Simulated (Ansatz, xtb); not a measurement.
# Two isomers of C5H6OSe

Structure a: `Cc1[se]ccc1O`, a singlet. Structure b: `Cc1cc(O)c[se]1`, a singlet. Both are isolated molecules in the gas phase, relaxed with PBE-D3(BJ)/def2-SVP; the shapes shown needn't be the lowest conformers.

a (Å):

```tsv
atom	x (Å)	y (Å)	z (Å)
C	-0.6478	0.0841	-1.3906
C	0.0087	-0.3928	-0.1308
C	1.2543	-1.6197	1.8070
C	0.7715	-0.3759	2.1369
C	0.0862	0.2988	1.0693
O	-0.4339	1.5432	1.2896
Se	0.8636	-2.0652	0.0319
H	-0.5712	-0.6602	-2.2063
H	-0.1838	1.0213	-1.7738
H	-1.7340	0.2827	-1.2454
H	1.8059	-2.3155	2.4502
H	0.8887	0.0840	3.1283
H	-0.8587	1.8483	0.4668
```

b (Å):

```xyz
13

C     0.7218    0.7659   -1.5225
C     0.1283    0.0148   -0.3717
C     0.4911    0.0734    0.9570
C    -0.2637   -0.7675    1.8520
C    -1.2507   -1.5177    1.2442
O    -0.0391   -0.8342    3.1971
Se   -1.2997   -1.1984   -0.6009
H     1.1335    0.0862   -2.2979
H     1.5498    1.4114   -1.1683
H    -0.0228    1.4194   -2.0240
H     1.3087    0.7247    1.3078
H     0.6938   -0.2303    3.4116
H    -1.9365   -2.2184    1.7326
```

Problem. Which of the two would you expect CCSD(T)/def2-SVP + ΔMP2/def2-TZVPP electronic energies to favour?

Solution. CCSD(T)/def2-SVP + ΔMP2/def2-TZVPP gives E(b) − E(a) = +0.98 kJ/mol, slightly favouring structure a, which is too small a margin to settle the true order.

The same difference at several levels:

| level | geometry | E(b) − E(a) (kJ/mol) | departure from the last row (kJ/mol) | job, with rough time for the two |
| --- | --- | --- | --- | --- |
| GFN2-xTB | GFN2-xTB | −1.37 | −2.36 | optimisation, 0.19 s |
| HF/STO-3G | GFN2-xTB | −3.83 | −4.82 | single point, 0.84 s |
| r2SCAN-D4/def2-SVP | GFN2-xTB | +1.45 | +0.46 | single point, 8.1 s |
| PBE-D3(BJ)/def2-SVP | PBE-D3(BJ)/def2-SVP | +1.83 | +0.85 | optimisation, 49 s |
| HF/def2-SVP | PBE-D3(BJ)/def2-SVP | −1.90 | −2.88 | part of the CCSD(T) run |
| MP2/def2-SVP | PBE-D3(BJ)/def2-SVP | +2.25 | +1.27 | part of the CCSD(T) run |
| CCSD(T)/def2-SVP | PBE-D3(BJ)/def2-SVP | +1.23 | +0.24 | single point |
| CCSD(T)/def2-SVP + ΔMP2/def2-TZVPP | PBE-D3(BJ)/def2-SVP | +0.98 |  | single point, 3.8 min |

As drawn, both hold the same kinds of bond in the same numbers.

The largest departure from CCSD(T)/def2-SVP + ΔMP2/def2-TZVPP is that of HF/STO-3G, 4.82 kJ/mol. The last row adds to CCSD(T) the change of the MP2 difference between the two basis sets, here −0.24 kJ/mol.

With thermal terms from frequencies at re-optimised GFN2-xTB minima (ideal gas, soft modes damped towards free rotors, one conformer each, 298.15 K, 1 atm): on the last row, ΔE + ΔZPE = +0.11, ΔH = +0.69, ΔG = −1.31 kJ/mol.

The correlated steps freeze 15 core orbitals; the filled d shell of Se is correlated, in a basis made for valence electrons. Programs: Ansatz 0.2.0, xtb 6.7.1; the last row on 2 threads of Arm Neoverse V1 on a shared host.
